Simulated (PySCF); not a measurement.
Structure problem from calculated spectra and properties.

Elements present: C, H and O. Monoisotopic mass: 156.0575 u.

| Property | Result |
| --- | --- |
| 13C NMR | chemical shifts (computed TMS as zero) by class: 168.0 (1 C), 143.7 (2 C), 119.9 (1 C), 119.3 (2 C), 82.6 (1 C), 80.3 (1 C), 76.0 (1 C), 74.4 (1 C), 57.0 (1 C) ppm [GIAO PBE/pcSseg-2] |
| UV, strongest line | among the 10 lowest singlet transitions: S5 at 5.50 eV (225 nm, f = 0.582) [TDDFT CAM-B3LYP/def2-SVPD] |
| NMR, other nuclei | isotropic shieldings of nuclei other than C and H, by class: 202 (1 O) ppm [GIAO PBE/pcSseg-2] |
| UV, first state | lowest singlet excitation: 4.32 eV (287 nm, f = 0.376 summed over 2 states within 0.01 eV) [TDDFT CAM-B3LYP/def2-SVPD] |
| Couplings | largest of the computed one-bond spin–spin couplings (means over like bonds): 13C–1H +281.5, 13C–1H +171.0 (×2), 13C–1H +168.6 (×2), 13C–1H +149.0 (×3) Hz [B3LYP/pcJ-1, spin–dipole term left out] |
| Rotational structure | rotational constants A, B, C: 4.776, 0.335, 0.314 GHz [PBE0-D3(BJ)/def2-SVP] |
| Polarisability | 155.9 au [CAM-B3LYP/def2-SVPD] |
| Triplet | lowest triplet excitation (Tamm–Dancoff): 3.06 eV [TDA CAM-B3LYP/def2-SVPD] |

Electronic properties: PySCF, gas phase, density fitting. Levels stand in brackets. Geometry: PBE0-D3(BJ)/def2-SVP, one conformer, isolated molecule. NMR values are class means; diastereotopic atoms form classes of their own.

Q: Which formula fits the mass and the elements?

A: C11H8O (calculated 156.0575). No other formula that holds each of these elements comes within 0.0003 u with a fitting electron parity and a possible valence count.

Q: What is the compound? Reason from the data.

A: Numbering: `[CH:1]#[C:2][C:3]#[C:4][c:5]1[cH:6][cH:7][c:8]([O:9][CH3:10])[cH:11][cH:12]1`. Its formula, C11H8O, gives 8 degrees of unsaturation: 1 ring and 7 π bonds in the structure found (Kekulé form). 11 carbons fall into 9 classes; from least to most shielded: aromatic carbon bearing oxygen [C8] (168.0 ppm), aromatic CH carbon [C6/C12] (143.7 ppm, 2 C), substituted aromatic carbon [C5] (119.9 ppm), aromatic CH carbon [C7/C11] (119.3 ppm, 2 C, up to 10.5 ppm apart in this geometry), alkyne carbon [C3] (82.6 ppm), alkyne carbon [C4] (80.3 ppm), terminal alkyne carbon [C1] (76.0 ppm), alkyne carbon [C2] (74.4 ppm), methoxy carbon [C10] (57.0 ppm). The other shieldings belong to: 202 ppm, aryl ether oxygen [O9]. The couplings run between: +281.5 Hz, terminal alkyne carbon [C1] and its hydrogen; +171.0 Hz, aromatic CH carbon [C6] and its hydrogen (with 1 like pair); +168.6 Hz, aromatic CH carbon [C7] and its hydrogen (with 1 like pair); +149.0 Hz, methoxy carbon [C10] and its hydrogen (with 2 like pairs). By its constants the optimised geometry is an asymmetric top. Structure: `C#CC#Cc1ccc(OC)cc1`. The assignments are read from this structure; whether some other isomer fits the data as well wasn't checked.

Conformer computed: `[CH:1]#[C:2][C:3]#[C:4][c:5]1[cH:6][cH:7][c:8]([O:9][CH3:10])[cH:11][cH:12]1`: C7–C8–O9–C10 180°.
